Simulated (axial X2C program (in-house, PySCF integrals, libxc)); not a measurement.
## Ionising the radicals of a process plasma

All values come from calculations with an in-house relativistic program for diatomic molecules, spin-free (one-electron X2C) or two-component (2c: spin–orbit coupling with atomic mean-field Coulomb and Gaunt terms, which also bring small scalar terms), in Dyall basis sets with cores contracted in-house; open shells are unrestricted.

Level PBE0, spin-free. Basis sets: Al dyall-v3z, B dyall-v3z, Cl dyall-av3z, In dyall-cv3z, Mg dyall-cv3z, Mo dyall-cv3z, O dyall-av3z, P dyall-v3z, S dyall-av3z, Sb dyall-cv3z, Se dyall-cv3z, Si dyall-v3z, Sn dyall-cv3z, Zr dyall-cv3z.

```json
{"species": "ZrB", "state": "M_S = 5/2, Λ = 2", "ion state": "M_S = 2, Λ = 2", "adiabatic IE with zero-point terms (eV)": "6.62", "D0 (eV)": "n/a", "D0 of the ion (eV)": "n/a"}
{"species": "MgP", "state": "M_S = 3/2, Λ = 0", "ion state": "M_S = 1, Λ = 0", "adiabatic IE with zero-point terms (eV)": "6.90", "D0 (eV)": "0.82", "D0 of the ion (eV)": "1.47"}
{"species": "MoSi", "state": "M_S = 2, Λ = 1", "ion state": "M_S = 5/2, Λ = 0", "adiabatic IE with zero-point terms (eV)": "7.00", "D0 (eV)": "n/a", "D0 of the ion (eV)": "n/a"}
{"species": "SbS", "state": "M_S = 1/2, Λ = 1", "ion state": "M_S = 0, Λ = 0", "adiabatic IE with zero-point terms (eV)": "7.63", "D0 (eV)": "3.44", "D0 of the ion (eV)": "4.85"}
{"species": "InCl", "state": "M_S = 0, Λ = 0", "ion state": "M_S = 1/2, Λ = 0", "adiabatic IE with zero-point terms (eV)": "9.40", "D0 (eV)": "4.54", "D0 of the ion (eV)": "0.77"}
{"species": "SnO", "state": "M_S = 0, Λ = 0", "ion state": "M_S = 1/2, Λ = 1", "adiabatic IE with zero-point terms (eV)": "9.58", "D0 (eV)": "5.32", "D0 of the ion (eV)": "3.06"}
{"species": "BCl", "state": "M_S = 0, Λ = 0", "ion state": "M_S = 1/2, Λ = 0", "adiabatic IE with zero-point terms (eV)": "9.72", "D0 (eV)": "5.23", "D0 of the ion (eV)": "4.16"}
{"species": "AlO", "state": "M_S = 1/2, Λ = 0", "ion state": "M_S = 1, Λ = 1", "adiabatic IE with zero-point terms (eV)": "9.84", "D0 (eV)": "4.90", "D0 of the ion (eV)": "1.15"}
{"species": "BSe", "state": "M_S = 1/2, Λ = 0", "ion state": "M_S = 1, Λ = 1", "adiabatic IE with zero-point terms (eV)": "10.51", "D0 (eV)": "5.01", "D0 of the ion (eV)": "3.14"}
```

Which of these can a metastable argon atom (³P2, 11.55 eV, NIST) ionise on energy grounds?

At PBE0, spin-free, IE lies below 11.55 eV for ZrB, MgP, MoSi, SbS, InCl, SnO, BCl, AlO, BSe.

Which of these can a metastable xenon atom (³P2, 8.32 eV, NIST) ionise on energy grounds?

At PBE0, spin-free, IE lies below 8.32 eV for ZrB, MgP, MoSi, SbS.

Give the threshold for dissociative ionisation to the lowest fragments, IE + D0(ion).

At PBE0, spin-free: MgP → P + Mg+: 8.37 eV; SbS → Sb+ + S: 12.48 eV; InCl → In+ + Cl: 10.17 eV; SnO → Sn+ + O: 12.64 eV; BCl → Cl + B+: 13.88 eV; AlO → Al+ + O: 10.99 eV; BSe → Se + B+: 13.65 eV.

Each entry is the lowest single determinant of a limited PBE0 search at one distance. De goes to single-determinant-based atoms at the same level (for ions the charge split of lowest energy) and is withheld (n/a) where an atom does not fit its ground term or J level. Main or longest-lived isotopes. One determinant is a doubtful description, or other states lie close, for ZrB, ZrB⁺, MgP, MgP⁺, MoSi, MoSi⁺, SbS, SnO⁺, AlO⁺, BSe⁺; these need not be ground states, and all values refer to the states named. The functionals have no current term, which raises determinants with orbital currents. These values were not checked against measured ones; errors of some tenths of an eV are usual, and D0 of doubtful transition-metal species is not given. Spin-free thresholds lack the spin–orbit lowering of heavy atomic ions, up to half an eV for Sn⁺ or Sb⁺.
